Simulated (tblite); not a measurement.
Species: C8H7Cl.
Cartesian coordinates in Å at the GFN2-xTB level; atoms count from 1:
```xyz
16
C8H7Cl angstrom
Cl     4.423   -0.290    0.002
C      2.790    0.245   -0.046
C      1.766   -0.597    0.057
C      0.356   -0.241    0.025
C     -0.101    1.071   -0.121
C     -1.454    1.347   -0.145
C     -2.382    0.325   -0.023
C     -1.944   -0.981    0.123
C     -0.592   -1.260    0.147
H      2.701    1.312   -0.165
H      1.973   -1.653    0.175
H      0.604    1.881   -0.217
H     -1.790    2.368   -0.260
H     -3.439    0.546   -0.041
H     -2.661   -1.784    0.219
H     -0.258   -2.281    0.260
```

Calculated harmonic vibrations of the isolated species, GFN2-xTB (tblite), most abundant isotopes, no scaling. Errors from tens to a few hundred cm⁻¹ against measured bands are possible. One conformer, not necessarily the lowest.

Harmonic wavenumbers (cm⁻¹): 25.4, 102.1, 129.9, 258.7, 273.2, 367.3, 386.5, 478.9, 564.0, 590.1, 656.3, 713.4, 765.1, 813.3, 849.9, 867.1, 896.6, 926.7, 931.5, 978.8, 988.4, 1085.5, 1119.8, 1177.7, 1184.4, 1213.5, 1234.3, 1273.9, 1303.3, 1330.3, 1432.9, 1474.2, 1579.0, 1592.4, 1638.6, 3065.9, 3072.5, 3076.0, 3082.9, 3090.7, 3093.6, 3103.1.

A = 5230, B = 582.5, C = 524.1 MHz; mass 138.024 u (most abundant isotopes); point group Cs, symmetry number 1.

Task: What is the zero-point energy?

Result: Half the sum of the wavenumbers: 26394 cm⁻¹ = 315.74 kJ/mol.

Task: What is S at 500 K and 1 bar for an ideal gas of classical rigid rotors and harmonic oscillators?

Result: Translation 181.06, rotation 130.66, vibration 162.57: S = 474.3 J/(mol K).

Task: And Cp and H(500 K) − H(0)?

Result: Cp = 206.25 J/(mol K), of which vibrations give 172.99 (their classical limit is 42 R = 349.2); H(500 K) − H(0) = 58.99 kJ/mol without the zero-point energy, 42.36 from vibrations.

Task: How do the functions run with temperature in this model?

Result: 
```
T (K)  S (J/(mol K))  Cp (J/(mol K))  H − H(0) (kJ/mol)  G − H(0) (kJ/mol)  ln q(vib)
  100          287.4            63.3               4.86             -23.88       1.67
  200          340.9            96.4              12.77             -55.41       3.50
  300          387.4           135.9              24.37             -91.85       5.38
  800          586.5           269.6             131.36            -337.85      15.42
 1000          649.6           295.5             188.02            -461.60      19.25
```

q(vib) and H(0) count from the zero-point level.

Task: What must be added to the electronic energy to get the Gibbs energy at 500 K and 1 bar?

Result: ZPE + [H(500 K) − H(0)] − T·S = 315.74 + 58.99 − 237.15 = 137.58 kJ/mol.

Hindered rotation and anharmonicity are outside this model. Other conformers, if any are populated, would add a mixing term that is left out.
